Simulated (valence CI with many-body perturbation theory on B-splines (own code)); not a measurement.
# Sn XLV: calculated level list

Level of theory: configuration interaction combined with many-body perturbation theory (CI+MBPT): four valence electrons over a frozen Dirac-Fock core [He], radial functions for each j: 11 s, 11 p, 10 d, 8 f, 5 g, 2 h, with the one-electron correlation potential Σ1 (screened to all orders), the two-electron term Σ2, the three-electron term Σ3, Breit, model QED; selected single and double excitations, second order for the rest, scaled by the run's own slope (own B-spline code, finite nucleus).

The last digits are not significant, and no measured levels were compared; by estimate large intervals hold to a few tenths of a per cent, small ones and those within an open d or f shell to about a per cent. Among the levels kept, up to 840 cm⁻¹ of a level comes from second order outside the variational space, and about a tenth of that is noise between levels of different J, which matters for small intervals.

Levels 1 to 45 of 205, with energies above the lowest level, (2s^2 2p1/2^2) J=0. "Leading %" is the weight of the configuration and term that name the level; weights of strongly mixed levels are sums over their largest components and can fall short. In the jj column 3d3/2^4 stands for four electrons in 3d with j = 3/2. Lifetimes count E1, E2, E3, M1 and M2 decay at the calculated energies, and are blank where another channel may lead or the interval is too uncertain; long ones can be off by a factor of two.

| No. | Configuration | Term | J | E (× 10³ cm⁻¹) | Leading % | g | Lifetime | Leading jj |
| --- | --- | --- | --- | --- | --- | --- | --- | --- |
| 1 | 2s²2p² | ³P | 0 | 0.00 | 72 |  |  | 2s^2 2p1/2^2 (99 %) |
| 2 | 2s²2p² | ³P | 1 | 1883.4 | 100 | 1.486 | 11.7 ns | 2s^2 2p1/2 2p3/2 (100 %) |
| 3 | 2s²2p² | ¹D | 2 | 2002.0 | 61 | 1.175 | 10.7 μs | 2s^2 2p1/2 2p3/2 (100 %) |
| 4 | 2s2p³ | ³P° | 2 | 3219.4 | 42 | 1.604 | 91.5 ps | 2s 2p1/2^2 2p3/2 (96 %) |
| 5 | 2s2p³ | ³D° | 1 | 3673.4 | 39 | 1.062 | 2.09 ps | 2s 2p1/2^2 2p3/2 (98 %) |
| 6 | 2s²2p² | ³P | 2 | 3974.8 | 61 | 1.293 | 4.85 ns | 2s^2 2p3/2^2 (99 %) |
| 7 | 2s²2p² | ¹S | 0 | 4269.4 | 71 |  | 3.61 ns | 2s^2 2p3/2^2 (98 %) |
| 8 | 2s2p³ | ³D° | 2 | 5004.4 | 49 | 1.529 | 9.44 ps | 2s 2p1/2 2p3/2^2 (97 %) |
| 9 | 2s2p³ | ³D° | 3 | 5262.1 | 100 | 1.317 | 10.2 ps | 2s 2p1/2 2p3/2^2 (100 %) |
| 10 | 2s2p³ | ³P° | 0 | 5529.5 | 100 |  | 2.51 ps | 2s 2p1/2 2p3/2^2 (100 %) |
| 11 | 2s2p³ | ³S° | 1 | 5634.7 | 40 | 1.287 | 1.38 ps | 2s 2p1/2 2p3/2^2 (98 %) |
| 12 | 2s2p³ | ¹D° | 2 | 5716.5 | 71 | 1.082 | 1.36 ps | 2s 2p1/2 2p3/2^2 (97 %) |
| 13 | 2s2p³ | ³P° | 1 | 5748.6 | 48 | 1.376 | 1.57 ps | 2s 2p1/2 2p3/2^2 (98 %) |
| 14 | 2p⁴ | ³P | 2 | 7171.2 | 70 | 1.341 | 1.40 ps | 2p1/2^2 2p3/2^2 (99 %) |
| 15 | 2s2p³ | ³P° | 2 | 7428.9 | 51 | 1.389 | 2.53 ps | 2s 2p3/2^3 (97 %) |
| 16 | 2p⁴ | ¹S | 0 | 7493.9 | 59 |  | 1.12 ps | 2p1/2^2 2p3/2^2 (98 %) |
| 17 | 2s2p³ | ¹P° | 1 | 7846.5 | 43 | 1.213 | 942 fs | 2s 2p3/2^3 (98 %) |
| 18 | 2p⁴ | ³P | 1 | 9122.9 | 100 | 1.487 | 878 fs | 2p1/2 2p3/2^3 (100 %) |
| 19 | 2p⁴ | ¹D | 2 | 9248.6 | 71 | 1.127 | 973 fs | 2p1/2 2p3/2^3 (100 %) |
| 20 | 2p⁴ | ³P | 0 | 11366 | 59 |  | 670 fs | 2p3/2^4 (99 %) |
| 21 | 2s²2p3s | ³P° | 0 | 34149 | 99 |  | 28.0 fs | 2s^2 2p1/2 3s (99 %) |
| 22 | 2s²2p3s | ³P° | 1 | 34170 | 67 | 1.326 | 21.9 fs | 2s^2 2p1/2 3s (99 %) |
| 23 | 2s²2p3p | ³D | 1 | 34561 | 73 | 0.656 | 2.04 ps | 2s^2 2p1/2 3p1/2 (99 %) |
| 24 | 2s²2p3p | ³P | 0 | 34774 | 69 |  | 585 fs | 2s^2 2p1/2 3p1/2 (98 %) |
| 25 | 2s²2p3p | ³P | 1 | 35173 | 36 | 1.606 | 105 fs | 2s^2 2p1/2 3p3/2 (76 %) |
| 26 | 2s²2p3p | ³D | 2 | 35237 | 56 | 1.162 | 1.29 ps | 2s^2 2p1/2 3p3/2 (99 %) |
| 27 | 2s2p²3s | ⁵P | 1 | 35411 | 43 | 2.005 | 38.8 fs | 2s 2p1/2^2 3s (73 %) |
| 28 | 2s2p²3s | ³P | 0 | 35533 | 73 |  | 30.5 fs | 2s 2p1/2^2 3s (96 %) |
| 29 | 2s²2p3d | ³F° | 2 | 35579 | 74 | 0.755 | 19.5 fs | 2s^2 2p1/2 3d3/2 (99 %) |
| 30 | 2s²2p3d | ³D° | 1 | 35695 | 40 | 0.948 | 2.22 fs | 2s^2 2p1/2 3d3/2 (77 %) |
| 31 | 2s2p²3p | ⁵D° | 0 | 35792 | 52 |  | 356 fs | 2s 2p1/2^2 3p1/2 (96 %) |
| 32 | 2s²2p3d | ³P° | 2 | 35817 | 46 | 1.282 | 3.29 fs | 2s^2 2p1/2 3d5/2 (98 %) |
| 33 | 2s2p²3p | ³P° | 1 | 35827 | 25 | 1.334 | 40.6 fs | 2s 2p1/2^2 3p1/2 (74 %) |
| 34 | 2s²2p3d | ³F° | 3 | 35839 | 49 | 1.107 | 3.76 fs | 2s^2 2p1/2 3d5/2 (99 %) |
| 35 | 2s²2p3s | ³P° | 2 | 36207 | 96 | 1.485 | 41.0 fs | 2s^2 2p3/2 3s (96 %) |
| 36 | 2s²2p3s | ¹P° | 1 | 36249 | 66 | 1.143 | 17.4 fs | 2s^2 2p3/2 3s (98 %) |
| 37 | 2s2p²3p | ³P° | 2 | 36440 | 29 | 1.554 | 204 fs | 2s 2p1/2^2 3p3/2 (94 %) |
| 38 | 2s2p²3p | ³D° | 1 | 36475 | 37 | 1.087 | 8.68 fs | 2s 2p1/2^2 3p3/2 (95 %) |
| 39 | 2s²2p3p | ³P | 1 | 36694 | 51 | 1.445 | 486 fs | 2s^2 2p3/2 3p1/2 (95 %) |
| 40 | 2s²2p3p | ³D | 2 | 36715 | 42 | 1.180 | 583 fs | 2s^2 2p3/2 3p1/2 (95 %) |
| 41 | 2s2p²3d | ⁵F | 1 | 36777 | 45 | 0.421 | 27.6 fs | 2s 2p1/2^2 3d3/2 (96 %) |
| 42 | 2s2p²3d | ³D | 2 | 36809 | 28 | 1.181 | 15.8 fs | 2s 2p1/2^2 3d3/2 (88 %) |
| 43 | 2s2p²3d | ³D | 3 | 36999 | 30 | 1.371 | 3.76 fs | 2s 2p1/2^2 3d5/2 (95 %) |
| 44 | 2s2p²3s | ⁵P | 2 | 37047 | 85 | 1.741 | 35.5 fs | 2s 2p1/2 2p3/2 3s (96 %) |
| 45 | 2s2p²3d | ³F | 2 | 37116 | 34 | 0.999 | 4.08 fs | 2s 2p1/2^2 3d5/2 (88 %) |

The ionisation energy to 2s²2p ²P°1/2 of the next ion comes out as 7544 eV (NIST: 7531 ± 8 eV (semi-empirical)). All 205 levels together are meant to be complete up to 42405 × 10³ cm⁻¹.
